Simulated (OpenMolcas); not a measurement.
Ta4+ with its 6 nearest chloride ions at 2.503 Å, on the Y site of Cs2NaYCl6 (a = 10.7396 Å, distance in the model lattice 2.619 Å). The rest of the host is ab initio model potentials to 7.6 Å, with orthogonalisation functions on the cations behind the ligands, and point charges beyond; the distance is set by hand and nothing relaxes, and no local charge compensation is placed. Ligand basis ANO-RCC-VDZP.

```
Program             : OpenMolcas 26.06
Method              : CASSCF
Basis               : ANO-RCC-VTZP [8s7p5d3f2g1h]
Scalar Hamiltonian  : DKH2, point nucleus
Active space        : 1 electron in 5 orbitals (5d)
State averaging     : 2S+1 = 2 even, 5 roots
Spin-orbit coupling : state interaction with AMFI integrals over the reference wave functions
```

What is the spin-free ground state (labels of O, the rotations of Oh)?

2T2, 3-fold in its orbital part; it has the highest spin that d1 allows.

Where is the first state of the same spin?

2E at 23300 cm-1 above the ground state.

What are the lowest two levels with spin-orbit coupling?

A 4-fold level Γ8, then a 2-fold level 3466 cm-1 above it. Their leading multiplicities are 2 (100 %) and 2 (100 %).

What is χT at 300 K, and how does it compare with the textbook value?

The lowest level has 2S+1 = 2, for which the spin-only value is χT = S(S+1) / 2 = 0.375 cm3 K/mol (g = 2). The computed 0.047 at 300 K differs by -0.328, through orbital momentum, spin-orbit coupling and any other state in reach. With a threefold ground state the orbital momentum is unquenched, so the spin-only value is not expected to hold.

Which ligand-field parameters describe the states?

The gap between the two states is 10Dq = 23292 cm-1. 

An orbital triplet at a regular site is open to Jahn-Teller coupling, which can distort the site and quench the lowest spin-orbit gaps and is left out. The least metal-like active orbital is 74 % on the metal (Löwdin) and no ligand orbital is active, so the numbers are rough. With metal d orbitals alone the field can be off either way by tens of per cent. Ligand-to-metal charge-transfer states are missing. No measured value stands beside these numbers; the geometry was set by hand and not optimised.
